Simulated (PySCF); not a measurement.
Ionisation energy along the 34-electron series

Calculated with PySCF 2.14 and a two-component X2C-1e Hamiltonian (Gaussian nucleus, no Breit or QED terms), each ion in its own even-tempered basis scaled to its charge; GMP2 freezes [Ne] and drops the highest virtual spinors. Values in eV. NIST values: (m) measured, (s) semi-empirical, (t) theoretical.

```
  ion      configuration  GHF (screened spin-orbit)         NIST
Cs²¹⁺  [Ar] 3d10 4s2 4p4                     664.09  666 ± 4 (t)
La²³⁺  [Ar] 3d10 4s2 4p4                     767.52  770 ± 4 (t)
```

Q: Fill in the row of Ba²²⁺.

A: configuration: [Ar] 3d10 4s2 4p4; GHF (screened spin-orbit): 714.83; NIST: 717 ± 4 (t).
